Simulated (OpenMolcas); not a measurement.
# Predicting a hybrid from its neighbours: CH2NSn

The species is CH2NSn (5 atoms), meant as a doublet with charge 0. SMILES: `N#[C][SnH2]`. The shape is that of a PBE0-D4/def2-TZVP optimisation.

The dipole moment y, in D, basis def2-SVPD with a core potential; a is the functional's share of exact exchange. Programs: OpenMolcas 26.06.

| functional | program | a | y (D) |
| --- | --- | --- | --- |
| UPBE | OpenMolcas | 0 | 4.15 |
| UTPSS | OpenMolcas | 0 | 4.14 |
| UB3LYP | OpenMolcas | 0.2 | 4.32 |
| UPBE0 | OpenMolcas | 0.25 | ? |
| UBHLYP | OpenMolcas | 0.5 | 4.47 |

Task: Fit y = c + s·a to the known rows and predict UPBE0.

Result: 
1. Means of the 4 rows: a = 0.1750, y = 4.270.
2. Σ(Δa)² = 0.1675, Σ(Δa·Δy) = 0.11, so the slope is 0.11/0.1675 = 0.65672.
3. Intercept: 4.270 − (0.65672) × 0.1750 = 4.155. The largest residual of the fit is 0.034.
4. UPBE0: 4.155 + (0.65672) × 0.25 = 4.32 D.

The run gave 4.31 D, so the prediction is off by +0.01 D, within the scatter of the fit. More exact exchange makes the molecule more polar here.
